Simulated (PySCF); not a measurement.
MoO2FCl, SMILES [O]=[Mo](=[O])([F])[Cl], multiplicity 1. The structure is a stationary point at B3LYP-D3(BJ)/def2-SVP. The spin state was assumed, not searched. The structure was generated by enumeration; whether it is a known compound was not checked. The def2 effective core potentials stand for the cores of Mo; spin–orbit coupling is left out.

### Question
Give the equilibrium geometry at B3LYP-D3(BJ)/def2-SVP (PySCF confirms it by a frequency run) as bond lengths and angles, and its point group. (Estimate from the structure and the level; the computed values follow.)

### Answer
point group Cs.
Atoms: Mo1 O2 O3 F4 Cl5. Bond lengths (Å): Mo1–O2 1.673, Mo1–O3 1.673, Mo1–F4 1.846, Mo1–Cl5 2.270. Angles (°): O2–Mo1–O3 106.6, O2–Mo1–F4 110.1, O2–Mo1–Cl5 109.3, O3–Mo1–F4 110.1, O3–Mo1–Cl5 109.3, F4–Mo1–Cl5 111.4.
Charge 0, spin multiplicity 1.
